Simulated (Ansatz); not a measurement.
The first iterations of a band of BClFH2N + H2 (8 atoms, charge 0, multiplicity 1).

These are results of RKS PBE-D4/def2-SVP (Ansatz), not measurements.

| Quantity | Value |
| --- | --- |
| movable images | 5 |
| climbing image | yes |
| spring | 5.0 eV/Å² |
| optimiser | quadratic models (default) |
| start path | through a guess of the saddle point |
| force threshold | 0.05 eV/Å |
| iteration limit | 60 |
| end points | relaxed |

First end point:

```xyz
8
Properties=species:S:1:pos:R:3
B -0.052 0.690 0.177
N -0.003 0.247 1.507
H -0.847 0.026 2.036
H 0.869 0.143 2.023
Cl 1.437 1.084 -0.711
F -1.228 0.822 -0.452
H 0.501 -3.142 1.220
H 0.362 -2.385 1.201
```

Last end point:

```xyz
8
Properties=species:S:1:pos:R:3
B -0.045 -0.380 0.062
N 0.166 -0.340 1.707
H -0.705 -0.574 2.208
H 0.469 0.607 1.987
Cl 1.602 0.226 -0.564
F -1.081 0.503 -0.172
H -0.269 -1.554 -0.220
H 0.902 -1.002 1.992
```

| iteration | highest image above the first end (eV) | largest band force component (eV/Å) |
| --- | --- | --- |
| 1 | 3.583 | 7.203 |
| 2 | 2.463 | 2.846 |
| 3 | 2.284 | 10.401 |
| 4 | 1.879 | 2.687 |
| 5 | 1.025 | 1.284 |

Q: Does the band converge within its limit, and where does its top end?

A: It converged. It ended after 17 iterations with the highest image 1.557 eV above the first end. Neighbouring images differ by up to 1.4 eV, so the band resolves the path poorly. A vibrational analysis at the climbing image gives one clearly imaginary mode, 1258i cm⁻¹: a first-order saddle point. The orbitals stay closed-shell, which can raise the energy where a bond breaks towards radicals; this wasn't checked here.

Run time: 2.7 min on 1 thread of Arm Neoverse V2, on a shared host, peak memory 0.1 GiB.
